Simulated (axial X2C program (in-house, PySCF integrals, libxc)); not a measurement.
**Testing model relations on KBe**

A bond curve at the PBE0 level, two-component, was computed with an axial X2C code built on PySCF integrals (basis K dyall-cv3z [11s12p6d3f], Be dyall-cv3z [8s8p3d1f] (cores contracted in-house)) for the state Ω = 1/2 (⟨Sz⟩ = 0.50, ⟨Lz⟩ = 0.00 at PBE0). Its fit gives Re = 3.3754 Å, ωe = 170.1 cm⁻¹, ωexe = 2.71 cm⁻¹ and αe = 3.643e-03 cm⁻¹; the masses are 38.9637 and 9.0122 u. Two-component means X2C with spin–orbit coupling and atomic mean-field Coulomb and Gaunt terms.

Problem. Find the reduced mass, Be and the force constant.

Solution. From the PBE0 values: μ = 7.3193 u. Be = 16.8576/(μ Re²) = 0.2022 cm⁻¹. k = 5.8918×10⁻⁷ μ ωe² = 0.125 mdyn/Å.

Problem. Estimate the centrifugal constant by the Kratzer relation.

Solution. D = 4Be³/ωe² = 1.14e-06 cm⁻¹.

Problem. Estimate De from a Morse curve and compare with the computed well depth of 0.301 eV to K + Be.

Solution. De(Morse) = ωe²/(4ωexe) = 0.331 eV against 0.301 eV computed, a ratio of 1.10. For De the Morse form works well here.

Problem. The dipole moment p changes by 0.30 D/Å at Re. What harmonic infrared intensity follows?

Solution. I = 42.256 × (dp/dR)²/μ = 0.52 km/mol.

Problem. Where do the fundamental and the first overtone lie?

Solution. ν(1←0) = ωe − 2ωexe = 164.7 cm⁻¹; ν(2←0) = 2ωe − 6ωexe = 323.9 cm⁻¹.

The state is one determinant whose occupation by symmetry is held fixed; it was picked as the lowest of a PBE0 search that is not exhaustive. De is counted from the lowest determinant-based energies of the atoms at the same level, without counterpoise correction. Density functionals use the spin component along the axis (collinear). The levels of this run spread widely (ωe from 119 to 170 cm⁻¹), so these constants depend on the method.
